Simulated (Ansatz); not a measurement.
Cost and result for the atomization energy of C2H6BFS, SMILES `FCCBS` (11 atoms, 10 bonds).

```xyz
11

F     1.809    0.473   -0.935
C     1.446   -0.050    0.298
C    -0.034    0.155    0.520
B    -0.926   -0.562   -0.549
S    -2.426    0.093   -1.231
H     1.703   -1.114    0.291
H     2.051    0.459    1.055
H    -0.255    1.221    0.623
H    -0.286   -0.307    1.488
H    -0.652   -1.657   -0.945
H    -2.431    1.289   -0.613
```

The species carries charge 0 and has multiplicity 1. All single points use the PBE0-D4/def2-TZVP geometry. It is one conformer, not always the lowest. Program: Ansatz. All runs use 4 threads of an Arm Neoverse V1 on a shared host. Times are those of one run each, without the atoms' runs, and a repeat can differ threefold. Electronic energies, without spin–orbit coupling; frozen cores. CCSD(T)/CBS adds CCSD(T) − MP2 in def2-TZVPP to the MP2 limit, and its time is that of the two runs behind it. T1 = 0.013. B3LYP takes the VWN-RPA correlation (the form of Gaussian; ORCA's B3LYP/G).

CCSD(T)/CBS is a level of theory with its own doubt, some kJ/mol a heavy atom from the limit and from the frozen cores, so smaller differences don't rank the functionals.

```csv
level,functions,wall time,atomization (kJ/mol),difference from CCSD(T)/CBS,per bond
PBE-D4/def2-TZVPP (with forces),250,2.5 s,4210.1,104.4,10.4
PBE0-D4/def2-TZVPP,250,2.9 s,4144.4,38.7,3.9
B3LYP-D4/def2-TZVPP (with forces),250,4.4 s,4117.6,11.9,1.2
r2SCAN-D4/def2-TZVPP (with forces),250,4.9 s,4142.8,37.1,3.7
B2PLYP/def2-TZVPP,250,5.5 s,4076.0,-29.7,-3.0
ωB97X-V/def2-TZVPP,250,7.5 s,4129.8,24.1,2.4
ωB97M-V/def2-TZVPP (with forces),250,11 s,4137.8,32.1,3.2
MP2/def2-QZVPP,478,23 s,4134.1,28.4,2.8
CCSD(T)/def2-TZVPP,250,2.6 min,4012.0,-93.7,-9.4
CCSD(T)/CBS(def2),–,3 min,4105.7,0.0,0.0
```

In def2-TZVPP, CCSD(T) changes the Hartree–Fock value by +931.1 kJ/mol (the triples alone add +57.2 kJ/mol) and MP2 by +998.5 kJ/mol; breaking electron pairs costs correlation energy, which Hartree–Fock lacks. From PBE to PBE0 (25 % exact exchange), in def2-TZVPP and without D4, the atomization energy moves by −62.6 kJ/mol: exact exchange takes away binding that semilocal exchange gives to molecules. The D4 term adds +31.6 kJ/mol with B3LYP and +16.6 kJ/mol with PBE0; it sums over pairs of atoms, weighted by their polarisabilities, and B3LYP, whose exchange is more repulsive, gets the larger term.
